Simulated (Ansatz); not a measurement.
`C[N](C)[Ga]([F])[Br]` + HBr → `C[N](C)[Ga]([Br])[Br]` + H–F at 298.15 K and 1 bar (ligand exchange at a Ga–F bond).

Calculated with Ansatz (gas phase, PBE0-D4/def2-TZVP geometries, no zero-point term in ΔE). CBS: MP2 limit from def2 TZ/QZ plus the TZ coupled-cluster correction, frozen cores. This one scheme is used for every species. For Br, Ga outer-core shells are correlated without core-valence functions, which leaves a few kJ/mol of doubt a bond. Scalar relativity is left out up to krypton. One conformer a species, not always the lowest.

```
                species  CCSD(T)/CBS energy (Eh)  H − E (kJ/mol)  S (J/(mol·K))
 `C[N](C)[Ga]([F])[Br]`              -4731.58119           250.0          404.9
                    HBr              -2573.91920            24.6          198.6
`C[N](C)[Ga]([Br])[Br]`              -7205.12527           248.3          419.4
                    H–F               -100.39570            33.5          173.6
```

H − E and S are ideal-gas, rigid-rotor, harmonic terms from PBE0-D4/def2-TZVP, for one conformer and one mirror image of each species. 1 Eh = 2625.50 kJ/mol, R = 8.31446 J/(mol·K).

**Question.** By hand: ΔE, ΔH, ΔS and ΔG.

**Answer.** ΔE = (-7205.12527) + (-100.39570) − (-4731.58119) − (-2573.91920) = -0.02058 Eh = -54.0 kJ/mol. Δ(H − E) = 248.3 + 33.5 − 250.0 − 24.6 = 7.2, so ΔH = -46.8 kJ/mol. ΔS = 419.4 + 173.6 − 404.9 − 198.6 = -10.5 J/(mol·K). ΔG = -46.8 − 298.15 × (-10.5)/1000 = -43.7 kJ/mol.

**Question.** By hand: the equilibrium constant, and the temperature at which ΔG would vanish if ΔH and ΔS stayed fixed.

**Answer.** log₁₀ K = −ΔG/(RT ln 10) = 7.7. ΔG = 0 at ΔH/ΔS = 4457 K, far beyond where these terms or the molecules hold.

The number of gas molecules stays the same, so ΔS is small and ΔH decides. A doubt of 5 kJ/mol in ΔE shifts log₁₀ K by 0.9 here. Other conformers and mirror images would add mixing entropy, several J/(mol·K) or more a flexible species. These are equilibria of isolated gas molecules and say nothing of rates. Largest T1 diagnostic: 0.012 (customary marks: 0.02 for closed shells, 0.045 for open ones).
